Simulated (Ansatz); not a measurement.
`ClBB[SeH]` + H₂ → `B[SeH]` + `BCl` at 298.15 K and 1 bar (hydrogenolysis of a B–B bond).

Program: Ansatz. Geometries: PBE0-D4/def2-TZVP. ΔE: electronic, gas phase. CCSD(T)/CBS is the MP2 limit (def2-TZVPP, def2-QZVPP) plus CCSD(T) − MP2 in def2-TZVPP, frozen cores. This one scheme is used for every species. For Se outer-core shells are correlated without core-valence functions, which leaves a few kJ/mol of doubt a bond. Scalar relativity is left out up to krypton. One conformer a species, not always the lowest.

| species | CCSD(T)/CBS energy (Eh) | H − E (kJ/mol) | S (J/(mol·K)) |
| --- | --- | --- | --- |
| `ClBB[SeH]` | -2911.90869 | 108.6 | 333.9 |
| H₂ | -1.17544 | 35.1 | 130.4 |
| `B[SeH]` | -2427.30556 | 87.1 | 258.2 |
| `BCl` | -485.78909 | 65.8 | 234.3 |

H − E and S are ideal-gas, rigid-rotor, harmonic terms from PBE0-D4/def2-TZVP, for one conformer and one mirror image of each species. The MP2-based limit puts H₂ 0.8 mEh under its directly extrapolated value; such offsets cancel only in part. 1 Eh = 2625.50 kJ/mol, R = 8.31446 J/(mol·K).

By hand: ΔE, ΔH, ΔS and ΔG.

ΔE = (-2427.30556) + (-485.78909) − (-2911.90869) − (-1.17544) = -0.01052 Eh = -27.6 kJ/mol. Δ(H − E) = 87.1 + 65.8 − 108.6 − 35.1 = 9.2, so ΔH = -18.4 kJ/mol. ΔS = 258.2 + 234.3 − 333.9 − 130.4 = 28.2 J/(mol·K). ΔG = -18.4 − 298.15 × (28.2)/1000 = -26.8 kJ/mol.

By hand: the equilibrium constant, and the temperature at which ΔG would vanish if ΔH and ΔS stayed fixed.

log₁₀ K = −ΔG/(RT ln 10) = 4.7. ΔH and −TΔS have one sign here, so there is no such temperature.

TΔS isn't small against ΔH here. A doubt of 5 kJ/mol in ΔE shifts log₁₀ K by 0.9 here. Other conformers and mirror images would add mixing entropy, several J/(mol·K) or more a flexible species. These are equilibria of isolated gas molecules and say nothing of rates. Largest T1 diagnostic: 0.014 (customary marks: 0.02 for closed shells, 0.045 for open ones).
